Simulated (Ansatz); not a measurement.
Mulliken charges of Cl3H2NSn (`[NH2][Sn]([Cl])([Cl])[Cl]`) from PBE/def2-TZVPP in Ansatz (PBE0-D4/def2-TZVP geometry).

```csv
atom,x (Å),y (Å),z (Å),charge (e)
N1,-0.486,0.872,0.936,-0.461
Sn2,0.373,-0.329,-0.405,1.053
Cl3,2.080,-1.460,0.630,-0.302
Cl4,-1.010,-1.913,-1.363,-0.305
Cl5,1.193,0.972,-2.109,-0.302
H6,-1.232,1.428,0.535,0.158
H7,-0.857,0.362,1.730,0.158
```

Question: By hand: the dipole of these point charges (1 e Å = 4.8032 D).

Answer: Σ q r = (-0.394, 0.265, 0.362) e Å, of length 0.597 e Å = 2.87 D.

Question: How does the dipole of the full density compare? (Best estimate.)

Answer: Ansatz gave: (-0.392, 0.193, 0.295) e Å, 2.53 D; the point charges give 1.13 times that, at 7° from its direction.

Point charges leave out the atoms' own dipoles, such as those of lone pairs, and Mulliken's split depends on the basis, so the close match here is no proof of good charges.
